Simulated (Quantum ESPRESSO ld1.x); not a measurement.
Question: The antimony ion Sb46+, 5 electrons, occupied as [He] 2s2 3p1 (not the ground configuration). All-electron calculation, Dirac Kohn-Sham, HCTH/120, spin-unpolarised, spherical densities, point nucleus; open shells fill j = l - 1/2 first. Program: ld1.x of Quantum ESPRESSO 7.5.

Spin-orbit splittings of the eigenvalues, e(l+1/2) - e(l-1/2), with zeta = 2 splitting/(2l+1) and mean radii in bohr:

shell  occ.  splitting (eV)  zeta (eV)  <r> j=l-1/2  <r> j=l+1/2
2p        0           293.9      196.0      0.09632       0.1011
3p        1               ?          ?       0.2501       0.2570

Estimate the 3p splitting.

Answer: 84.08 eV (zeta = 56.05 eV).
